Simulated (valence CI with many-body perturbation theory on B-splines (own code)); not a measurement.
## Ag XLI: what the settings do

Calculated by configuration interaction combined with many-body perturbation theory (CI+MBPT): five valence electrons over a frozen Dirac-Fock core [He], radial functions for each j: 6 s, 6 p, 5 d, 3 f, 1 g, with the one-electron correlation potential Σ1 (screened to all orders), the two-electron term Σ2, the three-electron term Σ3, Breit, model QED; selected single and double excitations, second order for the rest (own B-spline code, finite nucleus).

The last digits are not significant, and no measured levels were compared; by estimate large intervals hold to a few tenths of a per cent, small ones and those within an open d or f shell to about a per cent. Among the levels kept, up to 1400 cm⁻¹ of a level comes from second order outside the variational space, and about a tenth of that is noise between levels of different J, which matters for small intervals.

The reference run has the lowest level (2s^2 2p1/2^2 2p3/2) J=3/2 and an ionisation energy of 6167.36 eV. Its largest variational space holds 10000 state functions.

Levels are named by their leading jj configuration (3d3/2^4 stands for four electrons in 3d with j = 3/2), which in mixed levels can hold well under half, so a name can repeat and another be missing. Letters in brackets count levels of one name in rising energy.

Changed runs:
A. cutoff of virtual states (hartree) 4418 → 112000
B. Davidson tolerance 2e-05 → 0.001; logarithmic knot step 0.27 → 0.4
C. box radius (bohr) 1.4236 → 5.13; scale of Σ1 1 → 0.8
D. scale of Σ1 1 → -1 (bad on purpose)

Excitation energies of the reference run in cm⁻¹, and shifts in cm⁻¹:

```
                       Level  Reference       A         B      C      D
  (2s^2 2p1/2 2p3/2^2) J=3/2    1357680     +55       +23   -108  -1073
  (2s^2 2p1/2 2p3/2^2) J=5/2    1501420     +54       +22   -110  -1089
  (2s^2 2p1/2 2p3/2^2) J=1/2    1703410     +55       +23   -110  -1089
  (2s 2p1/2^2 2p3/2^2) J=5/2    2811240    +109       -49   +239  +2462
        (2s^2 2p3/2^3) J=3/2    3068420    +111       +45   -215  -2131
  (2s 2p1/2^2 2p3/2^2) J=1/2    3262370    +111       -49   +233  +2400
  (2s 2p1/2^2 2p3/2^2) J=3/2    3273490    +112       -50   +234  +2414
(2s 2p1/2 2p3/2^3) J=3/2 [a]    4325470    +162       -27   +135  +1429
    (2s 2p1/2 2p3/2^3) J=5/2    4548810    +162       -26   +132  +1402
    (2s 2p1/2 2p3/2^3) J=1/2    4778880    +165       -26   +131  +1385
(2s 2p1/2 2p3/2^3) J=3/2 [b]    4874650    +164       -28   +133  +1407
          (2s 2p3/2^4) J=1/2    6282120    +218      -3.0    +25   +338
      Ionisation energy (eV)    6167.36  +0.011  -0.00031  -0.06  -0.61
```
